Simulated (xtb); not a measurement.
AlCl2I, SMILES [Cl][Al]([Cl])[I]. All values are semi-empirical tight-binding results from xtb (GFN2-xTB unless named), good for trends rather than for accurate numbers. Geometry optimised at GFN2-xTB.

Optimised geometry:

```xyz
4

Al     0.0000     0.0000     1.0096
Cl     0.0000     1.7808     1.9629
Cl     0.0000    -1.7808     1.9629
I      0.0000     0.0000    -1.5069
```

For metal compounds this method's bond lengths and energies can be far off.

Q: Estimate the properties. (The exact figures need the calculation; the answer reports its results.)

A: 
The point group as xtb finds it is C2v and the orbital gap is 4.17 eV. The zero-point energy is 2.7 kcal/mol. The G − E(el) at 298.15 K (modified RRHO) comes out as -17.6 kcal/mol.

Computed atomic charges and the Wiberg bond orders between heavy atoms:
charges (e) Al1 0.36, Cl2 -0.12, Cl3 -0.12, I4 -0.12. Bond orders Al1–Cl2 1.37, Al1–Cl3 1.37, Al1–I4 1.22.
